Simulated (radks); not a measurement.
Q: The table gives one normalised radial function P(r) = r R(r) of Tl35+ in [Kr] 4d10 (r in bohr). All-electron calculation, scalar-relativistic Kohn-Sham, LDA (Slater exchange, VWN5 correlation), spin-polarised, spherical densities, finite nucleus; Fermi nuclear charge, rms radius 5.4759 fm. Program: a radial shooting solver on a logarithmic mesh with Libxc functionals.

r              P
0.002346   0.0288
0.003362   0.0517
0.004858   0.0927
0.006963   0.1610
0.009981   0.2705
0.01431    0.4307
0.02067    0.6335
0.02963    0.7984
0.04246    0.7662
0.06135    0.3146
0.08794   -0.5270
0.126     -1.1572
0.1807    -0.6141
0.261      1.0423
0.3741     1.9149
0.5363     1.1771
0.7748     0.2592
1.111      0.0166

Which n and l does it have? It may be an empty orbital.

A: n = 4, l = 1: the number of nodes gives n - l - 1 = 2, the rise at small r (about r^(l+1), flatter next to the nucleus through relativity) gives l, and the extent must fit the shell. The curve is that of 4p. 4p: eigenvalue -1854.4 eV, 2 radial nodes at r = 0.0711, 0.210 bohr, <r> = 0.384 bohr, 90 % of the charge inside 0.550 bohr.
